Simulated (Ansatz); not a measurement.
Program: Ansatz. Geometries: PBE0-D4/def2-TZVP. ΔE: electronic, gas phase. CCSD(T)/CBS adds triple-zeta CCSD(T) − MP2 to the extrapolated MP2 energy (def2 sets, frozen cores). DFT in def2-TZVPP. One conformer a species, not always the lowest.

Consider the redistribution: `[SiH3]O[SiH](Cl)Cl` + `FC(F)[SiH3]` → `F[SiH](Cl)Cl` + `FC([SiH3])O[SiH3]`.

`[SiH3]O[SiH](Cl)Cl`:

Z-matrix (Å, degrees):
```
Si
O 1 1.649
H 1 1.483 2 109.5
H 1 1.481 2 107.2 3 -119.7
H 1 1.483 2 109.6 3 120.7
Si 2 1.607 1 146.6 3 -62.2
Cl 6 2.039 2 110.0 1 56.7
Cl 6 2.039 2 110.0 1 -62.7
H 6 1.468 2 109.9 1 177.0
```

`FC(F)[SiH3]`:

```xyz
8

F    -0.598   -0.154    1.805
C    -0.551   -0.595    0.513
F    -1.825   -0.554    0.021
Si    0.596    0.538   -0.530
H    -0.249   -1.649    0.540
H     1.960    0.468    0.048
H     0.064    1.919   -0.473
H     0.604    0.027   -1.923
```

`F[SiH](Cl)Cl`:

Z-matrix (Å, degrees):
```
Si
F 1 1.581
Cl 1 2.024 2 108.4
Cl 1 2.024 2 108.4 3 119.6
H 1 1.467 2 109.1 3 -120.2
```

`FC([SiH3])O[SiH3]`:

Cartesian coordinates in Å:
```
F -0.420 -0.114 1.673
C -0.561 -0.014 0.289
Si -1.401 -1.603 -0.367
O 0.684 0.118 -0.292
Si 1.704 1.398 -0.004
H -1.164 0.892 0.126
H -1.594 -1.457 -1.832
H -2.718 -1.759 0.300
H -0.522 -2.758 -0.068
H 2.456 1.221 1.261
H 2.638 1.430 -1.151
H 0.898 2.647 0.064
```

Task: Is it downhill or uphill in electronic energy at CCSD(T)/CBS, and by how much? (Estimate.)

Result: Ansatz gave: Downhill: ΔE = -4.8 kcal/mol.

Task: What do these levels give: r2SCAN-D4, PBE0-D4, PBE0, MP2/def2-TZVPP, HF/def2-QZVPP, MP2/def2-QZVPP? (An estimate is asked.)

Result: Computed: r2SCAN-D4 -4.3, PBE0-D4 -4.0, PBE0 -4.3, MP2/def2-TZVPP -5.1, HF/def2-QZVPP -2.6, MP2/def2-QZVPP -5.2 kcal/mol.

Largest T1 diagnostic among the species: 0.012.

In def2-TZVPP, CCSD(T) changes the Hartree–Fock value by −2.2 kcal/mol (the triples alone add −0.3 kcal/mol) and MP2 by −2.6 kcal/mol.
